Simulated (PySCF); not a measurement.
First SCF of a structure search on quartet TaFCl, at a hand-made bent geometry. PySCF input:

```python
from pyscf import gto, scf, dft
mol = gto.M(atom='''
Ta     0.000000     0.000000     0.000000
F     -1.720200     0.000000     1.204500
Cl     2.006900     0.000000     1.405300''',
    basis={'Ta': 'def2-TZVP', 'F': 'def2-TZVP', 'Cl': 'def2-TZVP'},
    ecp={'Ta': 'def2-TZVP'},
    charge=0, spin=3)
mf = dft.UKS(mol, xc='PBE0')
mf.grids.atom_grid = (50, 194)
aux = {'Ta': 'def2-universal-JKFIT', 'F': 'def2-universal-JKFIT', 'Cl': 'def2-universal-JKFIT'}
mf = mf.density_fit(auxbasis=aux)
mf.conv_tol = 1e-08
mf.diis_space = 10
mf.max_cycle = 60
mf.init_guess = 'minao'
mf.verbose = 4
mf.kernel()
```

Excerpt of the output (cycles alone):

```
init E= -598.103190527633
cycle= 1 E= -616.738232235125  delta_E= -18.6  |g|= 0.516  |ddm|= 3.67
cycle= 2 E= -616.545716863762  delta_E= 0.193  |g|= 0.921  |ddm|= 1.04
cycle= 3 E= -616.843043644737  delta_E= -0.297  |g|= 0.195  |ddm|= 0.542
cycle= 4 E= -616.857369654506  delta_E= -0.0143  |g|= 0.0757  |ddm|= 0.227
cycle= 5 E= -616.860204736073  delta_E= -0.00284  |g|= 0.0278  |ddm|= 0.0808
cycle= 6 E= -616.86066163817  delta_E= -0.000457  |g|= 0.0056  |ddm|= 0.0297
cycle= 7 E= -616.860750199121  delta_E= -8.86e-05  |g|= 0.00332  |ddm|= 0.0173
cycle= 8 E= -616.860822311292  delta_E= -7.21e-05  |g|= 0.00204  |ddm|= 0.0191
cycle= 9 E= -616.860889713182  delta_E= -6.74e-05  |g|= 0.00159  |ddm|= 0.0233
cycle= 10 E= -616.860931143855  delta_E= -4.14e-05  |g|= 0.00138  |ddm|= 0.0157
cycle= 11 E= -616.86097134796  delta_E= -4.02e-05  |g|= 0.0013  |ddm|= 0.0154
cycle= 12 E= -616.861035315633  delta_E= -6.4e-05  |g|= 0.00126  |ddm|= 0.025
cycle= 13 E= -616.861149150795  delta_E= -0.000114  |g|= 0.00117  |ddm|= 0.0474
cycle= 14 E= -616.86121548862  delta_E= -6.63e-05  |g|= 0.00108  |ddm|= 0.0304
cycle= 15 E= -616.861340636311  delta_E= -0.000125  |g|= 0.000823  |ddm|= 0.0724
cycle= 16 E= -616.861300957059  delta_E= 3.97e-05  |g|= 0.00679  |ddm|= 0.148
cycle= 17 E= -616.861357917831  delta_E= -5.7e-05  |g|= 0.00444  |ddm|= 0.0266
cycle= 18 E= -616.861378051354  delta_E= -2.01e-05  |g|= 0.00274  |ddm|= 0.0118
cycle= 19 E= -616.861393561539  delta_E= -1.55e-05  |g|= 0.000954  |ddm|= 0.0198
cycle= 20 E= -616.861395477687  delta_E= -1.92e-06  |g|= 0.000475  |ddm|= 0.0198
cycle= 21 E= -616.861395875976  delta_E= -3.98e-07  |g|= 0.000361  |ddm|= 0.011
cycle= 22 E= -616.861396115361  delta_E= -2.39e-07  |g|= 0.00011  |ddm|= 0.0026
cycle= 23 E= -616.861396142882  delta_E= -2.75e-08  |g|= 1.9e-05  |ddm|= 0.00115
cycle= 24 E= -616.861396143306  delta_E= -4.24e-10  |g|= 1.38e-05  |ddm|= 0.000377
Extra cycle  E= -616.86139614344  delta_E= -1.34e-10  |g|= 1.66e-05  |ddm|= 2.86e-05
converged SCF energy = -616.86139614344  <S^2> = 3.7590116  2S+1 = 4.0045033
```

No lower solution of this spin was found from smeared starts or by a stability analysis within the unrestricted form.

Other spin states or occupations of the open shell can lie lower. With an element this heavy the missing spin–orbit coupling can shift these numbers.

The search for the lowest solution, 3 starts and the stability check together, took 9.5 s on 4 threads of a shared Arm Neoverse V2 host, with 108 basis functions; the process peaked at 0.42 GiB. Launch command: `OMP_NUM_THREADS=4 python axn.py task.json out`.
